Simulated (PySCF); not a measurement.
Compound: C2H9ClSi2.
Z-matrix (Å and degrees, PBE0-D3(BJ)/def2-SVP geometry), rows numbered from 1:
```
Si
C   1  1.8910
C   2  1.5325  1  116.03
Si  3  1.8780  2  116.09  1    67.39
Cl  4  2.0771  3  108.39  2    49.55
H   1  1.4945  2  109.68  3   172.47
H   1  1.4952  2  111.41  3   -67.19
H   1  1.4973  2  110.01  3    52.72
H   2  1.1038  1  106.76  3  -123.02
H   2  1.1038  1  107.52  3   123.69
H   3  1.1059  2  111.17  1   -54.79
H   3  1.1045  2  110.43  1  -171.77
H   4  1.4905  3  110.33  2   167.65
H   4  1.4903  3  112.71  2   -69.54
```

Computed with PySCF at wB97X-D/def2-SVPD, non-relativistic, on one gas-phase PBE0-D3(BJ)/def2-SVP geometry that isn't relaxed in the solvent. The solvent is an IEF-PCM continuum (Bondi radii, 1.10 Å for H, scaled by 1.2), and excitations are vertical TDDFT with non-equilibrium linear response and a frozen core. Specific hydrogen bonds and non-electrostatic terms are outside this model.

```json
{"run": "gas", "E − E(gas) (kcal/mol)": "0.00", "HOMO (eV)": "-10.29", "HOMO–LUMO gap (eV)": "11.98", "dipole (D)": "1.92", "lowest singlet (eV)": "7.47", "static polarisability (au)": "91.3"}
{"run": "P", "E − E(gas) (kcal/mol)": "-0.89", "HOMO (eV)": "-10.19", "HOMO–LUMO gap (eV)": "11.94", "dipole (D)": "2.22", "lowest singlet (eV)": "7.45", "static polarisability (au)": "104.4"}
{"run": "Q", "E − E(gas) (kcal/mol)": "-1.95", "HOMO (eV)": "-10.09", "HOMO–LUMO gap (eV)": "11.87", "dipole (D)": "2.65", "lowest singlet (eV)": "7.45", "static polarisability (au)": "124.3"}
```

The runs were made in benzene and methanol. Which run belongs to which solvent?

P = benzene, Q = methanol. The dielectric constants are 2.271 (benzene), 32.61 (methanol), and the energy falls further as ε rises. The optical constants n² used for the excitations are 2.25, 1.77 in the same order. In this model the ground state sees the solvent through ε alone.

How constant is the ratio of the lowering to (ε − 1)/(2ε + 1)?

| solvent | (ε − 1)/(2ε + 1) | E − E(gas) (kcal/mol) | ratio (kcal/mol) | polarisation term (kcal/mol) |
| --- | --- | --- | --- | --- |
| benzene | 0.229 | -0.89 | -3.9 | -0.97 |
| methanol | 0.477 | -1.95 | -4.1 | -2.36 |

The ratio changes by +5.3 % in size from benzene to methanol. The polarisation term is half the interaction of the solute with the induced surface charges.

The pairwise dispersion term of wB97X-D wasn't added to the energies; at a given geometry it leaves orbitals and properties as they are.
